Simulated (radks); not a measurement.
The numbers below are computed, except where a source is named.
S8+, 8 electrons, occupied as [He] 2s2 2p4.

Code: a radial shooting solver on a logarithmic mesh with Libxc functionals. Model: non-relativistic Kohn-Sham, TPSS, spin-polarised, spherical densities, point nucleus; open shells are filled with parallel spins first; meta-GGA in the generalised Kohn-Sham scheme.

Energy parts (hartree):
total: -365.53116
kinetic: 365.26339
electron-nucleus: -805.16602
Hartree: 94.26307
exchange-correlation: -19.89160

Orbitals (lengths in bohr, moments of r in powers of bohr; <r^-3> diverges for s and p1/2; r(max) is where P^2 peaks; r(90%) holds 90 % of the orbital's charge):
orbital  occ.  eigenvalue (hartree)  r(90%)  <1/r>   r(max)  <r^-3>
1s up       1             -97.28455   0.173  15.58  0.06371       -
1s down     1             -97.09822   0.173  15.60  0.06367       -
2s up       1             -15.18957   0.698  3.255   0.3755       -
2s down     1             -14.84270   0.704  3.219   0.3778       -
2p up       3             -13.38944   0.660  3.177   0.3086   94.48
2p down     1             -12.99367   0.670  3.146   0.3113   92.68
3s up       0              -5.24325    1.72  1.207    1.101       -
3s down     0              -5.17147    1.74  1.195    1.111       -
3p up       0              -4.74097    1.76  1.160    1.099   18.71
3p down     0              -4.66491    1.78  1.149    1.112   18.43

The highest occupied level is 2p down at -353.58 eV. Summed over all electrons, <r^2> = 1.313 bohr^2, which gives a Langevin (diamagnetic) susceptibility term of -1.04 x 10^-6 cm^3/mol. For comparison, the ionisation energy in NIST's Atomic Spectra Database is 379.8 eV (semi-empirical). In exact Kohn-Sham theory the highest level is minus the ionisation energy, but local and semilocal functionals leave it too shallow, through self-interaction and a potential that decays too fast; potentials with the right tail come closer. Virial ratio -V/T = 2.00073. The density falls to 0.001 e/bohr^3 at r = 1.37 bohr. The electron density at the nucleus is 2684 e/bohr^3. The spin density at the nucleus is 0.379 e/bohr^3 (1s -2.400, 2s 2.778), a Fermi contact field of 19.9 T.
